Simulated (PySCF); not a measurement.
C₃H₅BN₂, SMILES NB1C=CN=C1. Geometry optimised at PBE-D3(BJ)/def2-SVP. The structure was generated by enumeration, and PubChem lists no compound with its InChIKey, so it may never have been made. Other conformers were not sampled.

The numbers are results of PBE-D3(BJ)/def2-SVP in PySCF, not measurements.

Harmonic wavenumbers (cm⁻¹): 144, 288, 341, 551, 564, 601, 653, 721, 759, 801, 831, 845, 914, 958, 1065, 1134, 1253, 1281, 1415, 1537, 1569, 1587, 3039, 3107, 3152, 3500, 3599. Rotational constants (GHz): 7.853, 3.370, 2.358; symmetry number 1.

Question: Work out the zero-point energy and the ideal-gas rigid-rotor harmonic-oscillator thermochemistry at 298.15 K and 1 atm.

Answer: ZPE = ½ Σ hcν = ½ × 36210 cm⁻¹ = 216.58 kJ/mol. H − E(el) = 233.64 kJ/mol. Entropy in J/(mol K): translation 163.38, rotation 108.98, vibration 37.15, total 309.51. G − E(el) = 141.36 kJ/mol. Cp = 95.24 J/(mol K). Modes under 150 cm⁻¹ make the vibrational entropy uncertain.
